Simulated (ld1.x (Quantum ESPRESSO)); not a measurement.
# Before and after: RRKJ potential for F

ld1.x (Quantum ESPRESSO) 7.5 input, shortened:

```
&input
   title='F', zed=9., rel=1, dft='BLYP', iswitch=3,
   config='[He] 2s1.75 2p5.25 3d-2'
 /
 &inputp
   pseudotype=2, tm=.false., rho0=0.001, lloc=1,
   nlcc=.false.
 /
3
2S  1  0   1.75   0.00  0.80  0.80  0.0
3D  3  2  -2.00  -0.10  0.75  0.75  0.0
2P  2  1   5.25   0.00  0.95  0.95  0.0
 &test
   configts(1)='2s1.75 2p5.25'
 /
```

All-electron outer shells of the reference configuration (BLYP, scalar-relativistic, ld1.x):

| shell | level (eV) | outermost node (bohr) | outermost maximum (bohr) |
| --- | --- | --- | --- |
| 1s | -664.38 | – | 0.11 |
| 2s | -29.90 | 0.24 | 0.76 |
| 2p | -11.23 | – | 0.71 |

Change: all radii scaled by about 1.05 (s 0.84, p 1.00, d 0.78 bohr).

Cutoffs: the cutoffs (Ry, on a coarse ladder) from which the occupation-weighted sum of valence levels, in a spherical-Bessel basis at the reference potential, stays within 10 and 1 mRy of its value at 400 Ry; they do not see the model core or the augmentation charge, which bear on the density cutoff. Errors are all-electron minus pseudo energies relative to the spin-unpolarised reference configuration.

Task: How do hardness, ghosts and transferability respond?

Result: The potential gets neither clearly harder nor softer (180 Ry and 230 Ry → 160 Ry and 230 Ry); of the 7 tests that both files solve, the error grows in 3 and shrinks in 0 by more than 15 % and 0.3 meV (median size 0.8 → 1.2 meV); neither file shows a bound ghost. More of the atom is replaced by a form fitted at one configuration, so other configurations suffer.

```csv
quantity,base,changed
"cutoff, loose",180 Ry,160 Ry
"cutoff, tight",230 Ry,230 Ry
loose cutoff by channel (10 mRy a level),"s 160 Ry, p 110 Ry","s 140 Ry, p 100 Ry"
bound ghosts,none,none
"error for 2s2 2p5, meV [ΔE -4.67 eV]",+1.1,+1.2
"error for 2s2 2p4, meV [ΔE 14.73 eV]",-0.5,-0.9
"error for 2s2 2p3, meV [ΔE 53.14 eV]",+8.0,+8.7
"error for 2s2 2p4.5, meV [ΔE 2.88 eV]",+0.7,+0.7
"error for 2s2 2p5.3, meV [ΔE -7.34 eV]",+0.8,+0.6
"error for 2s2 2p2, meV [ΔE 113.84 eV]",+99,+115
"error for 2s1 2p5, meV [ΔE 33.69 eV]",-0.7,-3.6
```
